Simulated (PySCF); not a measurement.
H2O3Ti, SMILES [Ti]([OH])(=[O])[OH], multiplicity 1. Atoms are numbered in the order given.

```xyz
6

Ti    -0.1078    -0.0440     0.0000
O      0.0951    -1.6247     0.0000
O      0.0681     0.8141    -1.5871
H      0.2612     0.4702    -2.4638
O      0.0681     0.8141     1.5871
H      0.2612     0.4702     2.4638
```

Geometry: PBE0-D3(BJ)/def2-SVP. The multiplicity is an assumed one; other spin states were not compared. The values are those of a single conformer.

Level of theory: HF/def2-TZVPD in PySCF.

Symmetry labels are those of the subgroup Cs that the program uses (full group Cs).

Q: List the valence orbital energies around the gap with their symmetry. (The exact figures need the calculation; the answer reports its results.)

A: 
```
orbital  symmetry  energy (eV)
-------  --------  -----------
HOMO−7         A'       -18.54
HOMO−6         A'       -15.19
HOMO−5         A"       -14.17
HOMO−4         A'       -14.00
HOMO−3         A"       -13.74
HOMO−2         A'       -13.42
HOMO−1         A'       -13.11
HOMO           A"       -13.11
LUMO           A'         0.25
LUMO+1         A"         1.19
LUMO+2         A'         1.23
LUMO+3         A'         1.52
```
